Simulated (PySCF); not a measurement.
C2H4OSi, SMILES O[SiH2]C#C, CAM-B3LYP/def2-SVP optimised geometry.

```
8

C      1.28     0.14     0.00
C      0.07     0.14     0.00
Si    -1.77     0.14    -0.01
O     -2.36    -1.30    -0.59
H      2.36     0.14     0.00
H     -2.27     0.27     1.37
H     -2.20     1.30    -0.84
H     -2.06    -1.59    -1.46
```

Density from CAM-B3LYP/def2-TZVP (PySCF) at that geometry.

Minimum of the electron density along straight lines between bonded atoms, close to the bond critical point (lines longer than 1.1 times the sum of covalent radii, or with two minima, are not listed):

```csv
bond,length / Å,ρ at the minimum / e bohr⁻³,∇²ρ there / e bohr⁻⁵,position (fraction from the first atom)
C2–Si3,1.840,0.119,0.29,0.61
Si3–O4,1.657,0.136,___,0.41
C1–H5,1.075,0.285,-1.06,0.67
Si3–H6,1.479,0.127,0.14,0.49
Si3–H7,1.488,0.125,0.12,0.49
O4–H8,0.963,___,___,0.81
```

Complete the blanks.


- Si3–O4, ∇²ρ there / e bohr⁻⁵: 0.76
- O4–H8, ρ at the minimum / e bohr⁻³: 0.352
- O4–H8, ∇²ρ there / e bohr⁻⁵: -2.39
